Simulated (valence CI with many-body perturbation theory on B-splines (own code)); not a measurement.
**E1 line list for Rb⁶⁺**

Method: valence CI with perturbative core correlation (CI+MBPT): three valence electrons over a frozen Dirac-Fock core [Ar] 3d10, radial functions for each j: 11 s, 11 p, 9 d, 7 f, 5 g, 2 h, 1 i, with the one-electron correlation potential Σ1, the two-electron term Σ2, the three-electron term Σ3, Breit, model QED; selected CI, second order for the rest, scaled by the run's own slope (own B-spline code, finite nucleus).

Against 19 measured levels this calculation errs by 89 cm⁻¹ on average and by 214 at most. These come from a selection out of Sansonetti, J. Phys. Chem. Ref. Data 35, 301 (2006). Levels without a partner in it may be off by more.

Lines 151 to 200 of 274 in falling wavelength, among levels below 554170 cm⁻¹, chosen from the strongest by gf and those to the six lowest levels. Wavelengths and rates use the calculated energies, so an error of 90 cm⁻¹ moves a line at 40.75 nm by 0.037 % and its rate by three times that or more. Electric multipoles are in the length gauge, E1 and E2 with the static RPA response of the core. Weak lines are less certain than strong ones. Lines between different terms over intervals too small for the method are left out, as are lines whose strength nearly cancels. Where a level lies close to another of its J and parity, the split of strength between their lines is uncertain. The highest levels of a list are the least certain.

Names give the largest LS component (configuration and term), which can be under half, so a name can repeat, a term be missing and a line seem to break the LS rules; names also repeat where a configuration has a term twice. Letters in brackets count levels of one name in rising energy.

| λ vac (nm) | λ from measured levels | Upper | Lower | A (s⁻¹) | S (a.u.) with core polarisation | S without |
| --- | --- | --- | --- | --- | --- | --- |
| 43.40 |  | 4s.4p.4d 4F°_3/2 | 4s.4p2 4P_3/2 | 7.99e+07 | 1.29e-02 | 1.40e-02 |
| 43.37 |  | 4s.4p.4d 4F°_7/2 | 4s.4p2 4P_5/2 | 4.71e+08 | 1.52e-01 | 1.65e-01 |
| 43.30 |  | 4s.4p.4d 2D°_3/2 [a] | 4s.4p2 2D_3/2 | 1.90e+10 | 3.04e+00 | 3.36e+00 |
| 43.20 |  | 4s.4p.4d 2D°_5/2 [a] | 4s.4p2 2D_3/2 | 3.54e+09 | 8.44e-01 | 9.29e-01 |
| 42.99 |  | 4s.4p.4d 4F°_5/2 | 4s.4p2 4P_3/2 | 2.38e+08 | 5.61e-02 | 6.09e-02 |
| 42.58 |  | 4s.4p.4d 4F°_3/2 | 4s.4p2 4P_1/2 | 6.35e+07 | 9.68e-03 | 1.05e-02 |
| 42.53 |  | 4s.4p.5p 2D_5/2 | 4p3 2D°_5/2 | 1.46e+09 | 3.33e-01 | 3.37e-01 |
| 42.16 |  | 4s.4p.4d 2P°_3/2 [a] | 4s.4p2 2S_1/2 | 2.74e+10 | 4.06e+00 | 4.44e+00 |
| 41.97 |  | 4p2.4d 2P_1/2 | 4p3 2D°_3/2 | 7.95e+09 | 5.80e-01 | 6.37e-01 |
| 41.87 |  | 4s2.5p 2P°_1/2 | 4s.4p2 2D_3/2 | 2.19e+09 | 1.59e-01 | 1.55e-01 |
| 41.61 |  | 4s.4p.4d 2F°_5/2 [a] | 4s.4p2 2D_5/2 | 3.45e+09 | 7.37e-01 | 8.09e-01 |
| 41.59 |  | 4s.4p.4d 2P°_1/2 [b] | 4s.4p2 2P_3/2 | 7.37e+09 | 5.24e-01 | 5.74e-01 |
| 41.55 |  | 4s2.5p 2P°_3/2 | 4s.4p2 2D_5/2 | 1.76e+09 | 2.49e-01 | 2.42e-01 |
| 41.43 |  | 4s.4p.4d 2P°_1/2 [a] | 4s.4p2 2S_1/2 | 8.81e+09 | 6.18e-01 | 6.75e-01 |
| 41.36 |  | 4s.4p.4d 2F°_5/2 [a] | 4s.4p2 2D_3/2 | 8.50e+09 | 1.78e+00 | 1.94e+00 |
| 41.30 |  | 4s2.5p 2P°_3/2 | 4s.4p2 2D_3/2 | 4.17e+08 | 5.80e-02 | 5.87e-02 |
| 41.25 |  | 4s.4p.4d 2P°_3/2 [b] | 4s.4p2 2P_3/2 | 2.38e+10 | 3.30e+00 | 3.61e+00 |
| 41.18 |  | 4s.4p.4d 2D°_5/2 [b] | 4s.4p2 2P_3/2 | 4.44e+10 | 9.18e+00 | 1.00e+01 |
| 40.89 |  | 4s.4p.4d 2P°_1/2 [b] | 4s.4p2 2P_1/2 | 4.90e+09 | 3.31e-01 | 3.64e-01 |
| 40.82 |  | 4s.4p.4d 2D°_3/2 [b] | 4s.4p2 2P_1/2 | 3.55e+10 | 4.76e+00 | 5.21e+00 |
| 40.75 | 40.75 | 4s2.4d 2D_3/2 | 4s2.4p 2P°_3/2 | 5.69e+09 | 7.60e-01 | 8.32e-01 |
| 40.53 | 40.54 | 4s2.4d 2D_5/2 | 4s2.4p 2P°_3/2 | 3.04e+10 | 5.99e+00 | 6.55e+00 |
| 40.48 |  | 4s.4p.4d 4P°_5/2 | 4s.4p2 4P_5/2 | 3.02e+09 | 5.93e-01 | 6.48e-01 |
| 40.27 |  | 4s.4p.4d 2F°_7/2 [a] | 4s.4p2 2D_5/2 | 8.78e+09 | 2.26e+00 | 2.48e+00 |
| 40.22 |  | 4s.4p.4d 4D°_3/2 | 4s.4p2 4P_5/2 | 1.19e+09 | 1.52e-01 | 1.66e-01 |
| 39.62 |  | 4s.4p.4d 4P°_5/2 | 4s.4p2 4P_3/2 | 2.09e+10 | 3.84e+00 | 4.19e+00 |
| 39.37 |  | 4s.4p.4d 4D°_3/2 | 4s.4p2 4P_3/2 | 4.29e+09 | 5.17e-01 | 5.64e-01 |
| 39.33 |  | 4s.4p.4d 2F°_7/2 [b] | 4s.4p2 2D_5/2 | 2.75e+10 | 6.61e+00 | 7.12e+00 |
| 39.22 |  | 4s.4p.4d 2F°_5/2 [b] | 4s.4p2 2D_5/2 | 1.36e+09 | 2.42e-01 | 2.60e-01 |
| 39.20 |  | 4s.4p.4d 4D°_1/2 | 4s.4p2 4P_3/2 | 3.22e+08 | 1.91e-02 | 2.09e-02 |
| 39.17 |  | 4s.4p.4d 4D°_7/2 | 4s.4p2 4P_5/2 | 3.65e+10 | 8.66e+00 | 9.45e+00 |
| 39.17 |  | 4s.4p.4d 4P°_3/2 | 4s.4p2 4P_5/2 | 1.01e+10 | 1.20e+00 | 1.31e+00 |
| 39.14 |  | 4s.4p.4d 4D°_5/2 | 4s.4p2 4P_5/2 | 2.26e+10 | 4.01e+00 | 4.38e+00 |
| 39.08 | 39.08 | 4s2.4d 2D_3/2 | 4s2.4p 2P°_1/2 | 2.71e+10 | 3.19e+00 | 3.49e+00 |
| 38.99 |  | 4s.4p.4d 2F°_5/2 [b] | 4s.4p2 2D_3/2 | 2.28e+10 | 4.01e+00 | 4.31e+00 |
| 38.94 |  | 4s.4p.4d 2P°_1/2 [b] | 4s.4p2 2S_1/2 | 1.38e+10 | 8.05e-01 | 8.80e-01 |
| 38.69 |  | 4s.4p.4d 4D°_3/2 | 4s.4p2 4P_1/2 | 2.45e+10 | 2.81e+00 | 3.06e+00 |
| 38.64 |  | 4s.4p.4d 2P°_3/2 [b] | 4s.4p2 2S_1/2 | 5.53e+09 | 6.30e-01 | 6.86e-01 |
| 38.53 |  | 4s.4p.4d 2D°_3/2 [a] | 4s.4p2 4P_5/2 | 6.91e+07 | 7.81e-03 | 8.46e-03 |
| 38.53 |  | 4s.4p.4d 4D°_1/2 | 4s.4p2 4P_1/2 | 3.58e+10 | 2.02e+00 | 2.21e+00 |
| 38.45 |  | 4s.4p.4d 2D°_5/2 [a] | 4s.4p2 4P_5/2 | 5.43e+08 | 9.13e-02 | 9.85e-02 |
| 38.43 |  | 4s.4p.4d 4P°_1/2 | 4s.4p2 4P_3/2 | 2.50e+10 | 1.40e+00 | 1.53e+00 |
| 38.36 |  | 4s.4p.4d 4P°_3/2 | 4s.4p2 4P_3/2 | 1.93e+10 | 2.15e+00 | 2.35e+00 |
| 38.33 |  | 4s.4p.4d 4D°_5/2 | 4s.4p2 4P_3/2 | 1.13e+10 | 1.88e+00 | 2.05e+00 |
| 37.79 |  | 4s.4p.4d 4P°_1/2 | 4s.4p2 4P_1/2 | 2.70e+08 | 1.44e-02 | 1.57e-02 |
| 37.72 |  | 4s.4p.4d 4P°_3/2 | 4s.4p2 4P_1/2 | 2.88e+08 | 3.05e-02 | 3.33e-02 |
| 37.67 |  | 4s.4p.4d 2D°_5/2 [a] | 4s.4p2 4P_3/2 | 3.01e+08 | 4.77e-02 | 5.22e-02 |
| 37.41 |  | 4s.4p.4d 2P°_3/2 [a] | 4s.4p2 2D_3/2 | 3.44e+07 | 3.56e-03 | 4.15e-03 |
| 37.12 |  | 4s.4p.4d 2D°_3/2 [a] | 4s.4p2 4P_1/2 | 5.51e+08 | 5.57e-02 | 6.10e-02 |
| 36.98 |  | 4s.4p.4d 2F°_5/2 [a] | 4s.4p2 4P_5/2 | 2.75e+07 | 4.11e-03 | 4.56e-03 |
